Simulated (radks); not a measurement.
Question: The lead ion Pb7+ is in [Xe] 4f14 5d(3/2: 4, 5/2: 3). All-electron calculation, Dirac Kohn-Sham, BLYP, spin-unpolarised, spherical densities, finite nucleus; Fermi nuclear charge, rms radius of each element as measured or else 0.836 A^(1/3) + 0.57 fm. Program: a radial shooting solver on a logarithmic mesh with Libxc functionals. Sub-shells are occupied by j as written (lower j first in brackets). One electron is removed from 5d3/2, 5d5/2, 5p1/2, 5p3/2 in turn, with full relaxation. Which removal costs least, and what does each cost?

Answer: 5d5/2 120.54 eV; 5d3/2 123.95 eV; 5p3/2 185.85 eV; 5p1/2 210.04 eV. The 5d5/2 electron leaves first.
